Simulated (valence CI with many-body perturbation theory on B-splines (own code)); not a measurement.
# I⁴⁶⁺: E2, E3, M2 decay

Method: configuration interaction combined with many-body perturbation theory (CI+MBPT): five valence electrons over a frozen Dirac-Fock core [He], radial functions for each j: 11 s, 11 p, 10 d, 8 f, 5 g, 2 h, with the one-electron correlation potential Σ1 (screened to all orders), the two-electron term Σ2, the three-electron term Σ3, Breit, model QED; selected single and double excitations, second order for the rest, scaled by the run's own slope (own B-spline code, finite nucleus).

No measured spectrum was set against this ion. As an estimate, large intervals hold to a few tenths of a per cent, small ones and those within an open d or f shell to about a per cent. Among the levels kept, up to 7200 cm⁻¹ of a level comes from second order outside the variational space, and about a tenth of that is noise between levels of different J, which matters for small intervals.

Lines 51 to 78 of 78 in falling wavelength, among levels below 5653.6 eV, chosen from the decays that carry over 1 % of a level's rate. Wavelengths and rates use the calculated energies. Electric multipoles are in the length gauge, E1 and E2 with the static RPA response of the core. S is in atomic units (e²a₀⁴ for E2 and M2, e²a₀⁶ for E3), for M1 in squared Bohr magnetons. Weak lines are less certain than strong ones. Lines between different terms over intervals too small for the method are left out, as are lines whose strength nearly cancels. The highest levels of a list are the least certain.

Levels are named by their leading jj configuration (3d3/2^4 stands for four electrons in 3d with j = 3/2), which in mixed levels can hold well under half, so a name can repeat and another be missing. Letters in brackets count levels of one name in rising energy.

```tsv
λ vac (Å)	Upper	Lower	Type	A (s⁻¹)	S (a.u.)
2.553	(2s^2 2p1/2 2p3/2 3p3/2) J=1/2 [a]	(2s^2 2p1/2^2 2p3/2) J=3/2	E2	6.32e+10	1.22e-05
2.550	(2s^2 2p1/2 2p3/2 3p3/2) J=3/2 [a]	(2s^2 2p1/2^2 2p3/2) J=3/2	E2	1.41e+11	5.41e-05
2.549	(2s^2 2p3/2^2 3p3/2) J=7/2	(2s^2 2p1/2 2p3/2^2) J=5/2	E2	6.62e+10	5.08e-05
2.547	(2s^2 2p3/2^2 3p3/2) J=5/2	(2s^2 2p1/2 2p3/2^2) J=5/2	E2	1.04e+11	5.95e-05
2.546	(2s^2 2p1/2 2p3/2 3p3/2) J=7/2	(2s^2 2p1/2^2 2p3/2) J=3/2	E2	1.57e+11	1.20e-04
2.546	(2s^2 2p3/2^2 3p3/2) J=1/2	(2s^2 2p1/2 2p3/2^2) J=5/2	E2	1.43e+11	2.72e-05
2.539	(2s^2 2p3/2^2 3p3/2) J=7/2	(2s^2 2p1/2 2p3/2^2) J=3/2	E2	1.01e+11	7.62e-05
2.538	(2s^2 2p3/2^2 3p3/2) J=3/2 [b]	(2s^2 2p1/2 2p3/2^2) J=1/2	E2	1.44e+11	5.42e-05
2.537	(2s^2 2p3/2^2 3p3/2) J=5/2	(2s^2 2p1/2 2p3/2^2) J=3/2	E2	5.91e+10	3.33e-05
2.531	(2s^2 2p1/2 2p3/2 3p3/2) J=1/2 [b]	(2s^2 2p1/2^2 2p3/2) J=3/2	E2	7.66e+10	1.42e-05
2.530	(2s^2 2p3/2^2 3p3/2) J=3/2 [a]	(2s^2 2p1/2 2p3/2^2) J=5/2	E2	1.32e+11	4.87e-05
2.499	(2s^2 2p3/2^2 3d5/2) J=7/2	(2s^2 2p1/2 2p3/2^2) J=5/2	M2	1.14e+09	7.95e-07
2.498	(2s^2 2p3/2^2 3d5/2) J=9/2	(2s^2 2p1/2 2p3/2^2) J=5/2	M2	1.51e+09	1.32e-06
2.498	(2s^2 2p1/2 2p3/2 3d5/2) J=9/2	(2s^2 2p1/2^2 2p3/2) J=3/2	E3	5.07e+08	9.78e-06
2.488	(2s^2 2p3/2^2 3d5/2) J=9/2	(2s^2 2p1/2 2p3/2^2) J=3/2	E3	3.99e+08	7.50e-06
2.430	(2s 2p1/2 2p3/2^2 3d5/2) J=9/2 [a]	(2s^2 2p1/2 2p3/2^2) J=5/2	E2	1.42e+10	1.08e-05
2.426	(2s 2p1/2^2 2p3/2 3d3/2) J=7/2	(2s^2 2p1/2^2 2p3/2) J=3/2	E2	2.83e+11	1.70e-04
2.422	(2s 2p1/2 2p3/2^2 3d3/2) J=9/2	(2s^2 2p1/2 2p3/2^2) J=5/2	E2	4.20e+11	3.12e-04
2.418	(2s 2p1/2 2p3/2^2 3d5/2) J=7/2 [a]	(2s^2 2p1/2 2p3/2^2) J=3/2	E2	6.44e+11	3.81e-04
2.412	(2s 2p1/2 2p3/2^2 3d5/2) J=9/2 [b]	(2s^2 2p1/2 2p3/2^2) J=5/2	E2	5.26e+11	3.83e-04
2.397	(2s 2p1/2^2 2p3/2 3d3/2) J=5/2 [b]	(2s^2 2p1/2^2 2p3/2) J=3/2	E2	2.93e+11	1.24e-04
2.394	(2s 2p1/2 2p3/2^2 3d3/2) J=7/2 [c]	(2s^2 2p1/2 2p3/2^2) J=5/2	E2	6.85e+11	3.84e-04
2.393	(2s 2p1/2^2 2p3/2 3d3/2) J=1/2 [b]	(2s^2 2p1/2^2 2p3/2) J=3/2	E2	1.33e+12	1.86e-04
2.391	(2s^2 2p3/2^2 3p3/2) J=1/2	(2s^2 2p1/2^2 2p3/2) J=3/2	E2	5.10e+10	7.12e-06
2.390	(2s 2p1/2 2p3/2^2 3d5/2) J=3/2 [d]	(2s^2 2p1/2 2p3/2^2) J=1/2	E2	9.39e+11	2.62e-04
2.388	(2s 2p1/2 2p3/2^2 3d3/2) J=3/2 [d]	(2s^2 2p1/2 2p3/2^2) J=3/2	E2	6.58e+11	1.82e-04
2.382	(2s 2p1/2 2p3/2^2 3d5/2) J=9/2 [c]	(2s^2 2p1/2 2p3/2^2) J=5/2	E2	9.72e+11	6.66e-04
2.378	(2s 2p1/2 2p3/2^2 3d5/2) J=7/2 [c]	(2s^2 2p1/2 2p3/2^2) J=3/2	E2	7.84e+11	4.26e-04
```
